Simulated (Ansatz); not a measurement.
`C[S][Al]([CH3])[F]` → `C[S][AlH][F]` + `[CH2]` (triplet) at 298.15 K and 1 bar (formal loss of a carbene).

Isolated molecules relaxed with PBE0-D4/def2-TZVP in Ansatz; ΔE leaves out vibrations. CBS: MP2 limit from def2 TZ/QZ plus the TZ coupled-cluster correction, frozen cores. This one scheme is used for every species. Triplets are unrestricted, without spin–orbit coupling. Each species was taken in one conformer, which may not be the lowest.

| species | CCSD(T)/CBS energy (Eh) | H − E (kJ/mol) | S (J/(mol·K)) |
| --- | --- | --- | --- |
| `C[S][Al]([CH3])[F]` | -819.43373 | 228.6 | 386.4 |
| `C[S][AlH][F]` | -780.15488 | 147.1 | 333.6 |
| `[CH2]` (triplet) | -39.09499 | 55.4 | 195.3 |

H − E and S are ideal-gas, rigid-rotor, harmonic terms from PBE0-D4/def2-TZVP, for one conformer and one mirror image of each species, with the whole ground term of open shells counted as degenerate. 1 Eh = 2625.50 kJ/mol, R = 8.31446 J/(mol·K).

Task: By hand: ΔE, ΔH, ΔS and ΔG.

Result: ΔE = (-780.15488) + (-39.09499) − (-819.43373) = 0.18386 Eh = 482.7 kJ/mol. Δ(H − E) = 147.1 + 55.4 − 228.6 = -26.1, so ΔH = 456.6 kJ/mol. ΔS = 333.6 + 195.3 − 386.4 = 142.5 J/(mol·K). ΔG = 456.6 − 298.15 × (142.5)/1000 = 414.1 kJ/mol.

Task: By hand: the equilibrium constant, and the temperature at which ΔG would vanish if ΔH and ΔS stayed fixed.

Result: log₁₀ K = −ΔG/(RT ln 10) = -72.5. ΔG = 0 at ΔH/ΔS = 3204 K, far beyond where these terms or the molecules hold.

The number of gas molecules changes by +1, which sets the sign of ΔS. A doubt of 5 kJ/mol in ΔE shifts log₁₀ K by 0.9 here. Other conformers and mirror images would add mixing entropy, several J/(mol·K) or more a flexible species. Modes under 60 cm⁻¹, often nearly free rotors, make the harmonic entropy too high. A triplet takes part, so the spin changes. These are equilibria of isolated gas molecules and say nothing of rates. Largest T1 diagnostic: 0.012 (customary marks: 0.02 for closed shells, 0.045 for open ones).
